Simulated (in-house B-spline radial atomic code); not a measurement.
Neutral calcium is squeezed into an impenetrable sphere of radius R (the orbitals vanish at R). No spin polarisation. Computed with a B-spline radial code for spherical atoms: scalar-relativistic (X2C) PBE, spherical fractional occupations, Fermi nucleus of rms radius 3.4776 fm.

Energies in eV above the free atom in [Ar] 4s2:

| R (bohr) | highest level (eV) | [Ar] 4s2 | [Ar] 4s1 4p1 | [Ar] 4s1 4f1 |
| --- | --- | --- | --- | --- |
| 9.59 | -3.59 | 0.0944 | 2.676 | 8.407 |
| 6.7 | -2.28 | 1.402 | 4.702 | 13.56 |
| 5.4 | 0.192 | 4.712 | 9.021 | 20.38 |
| 4.3 | 6.1 | 14.05 | 20.17 | 33.83 |
| 3.36 | 21.1 | 41.33 | 50.38 | 63.49 |
| 3.25 | 24.3 | 47.63 | 57.13 | 69.66 |
| 2.47 | 70.4 | 150.2 | 163.2 | 162.1 |
| 2.22 | 102 | 231.8 | 245.5 | 232.6 |
| 1.8 | 204 | 526 | 538.7 | 484.1 |
| 1.51 | 349 | 1006 | 1012 | 894.3 |

Problem. Does [Ar] 4s1 4p1 fall below [Ar] 4s2 under compression?

Solution. No, it stays above over the whole range.

Problem. Does [Ar] 4s1 4f1 fall below [Ar] 4s2 under compression?

Solution. Yes, between R = 2.22 and 1.8 bohr the order changes (near 2.21 bohr by linear interpolation).

The highest level is first positive in the row R = 5.4 bohr, pushed up by confinement above the zero of the free ion's potential. Each configuration is held fixed and needn't be the lowest in the sphere.
